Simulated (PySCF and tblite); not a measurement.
The numbers below are computed, except where a source is named.
C3H5Br, numbered as in [CH2:1]=[CH:2][CH2:3][Br:4].

Geometries PBE0-D3(BJ)/def2-SVP; weights from PBE0-D3(BJ)/pcSseg-1 (IEF-PCM, chloroform) energies and GFN2-xTB thermal corrections, with symmetry numbers and mirror pairs. Conformers within 3 kcal/mol (GFN2-xTB free energy) were kept, 5 at most. GIAO shieldings: PBE0/pcSseg-1 (IEF-PCM, chloroform). Shifts are against TMS (¹H), TMS (¹³C) at the same level. Programs: PySCF with density fitting and tblite.

Torsions listed: C1–C2–C3–Br4. Of a mirror pair one member is shown.

| conformer | shape | symmetry | E(GFN2, own minimum) kcal/mol | E(DFT) kcal/mol |
| --- | --- | --- | --- | --- |
| 1 | -118° | C1 (pair) | 0.00 | 0.00 |
| 2 | 0° | Cs | 0.58 | 0.95 |

Task: How much do the weights at 298.15 K and the averaged shift of C1 depend on how the conformers are weighted?

Result: 
```tsv
weighting	1 (%)	2 (%)	δ (ppm)	rms dipole (D)
DFT energy with thermal terms, symmetry and mirror images (full scheme)	89	11	128.1	2.42
DFT energy with symmetry and mirror images	91	9	128.1	2.42
bare DFT energy	83	17	127.8	2.42
GFN2-xTB energy with symmetry and mirror images	84	16	127.8	2.42
GFN2-xTB free energy	82	18	127.7	2.41
leading conformer alone	100	0	128.5	2.43
equal weights	50	50	126.5	2.38
```

The largest departure from the full scheme, 1.6 ppm, comes with: equal weights.

Spin–orbit effects of the heavy atoms on shieldings are missing.
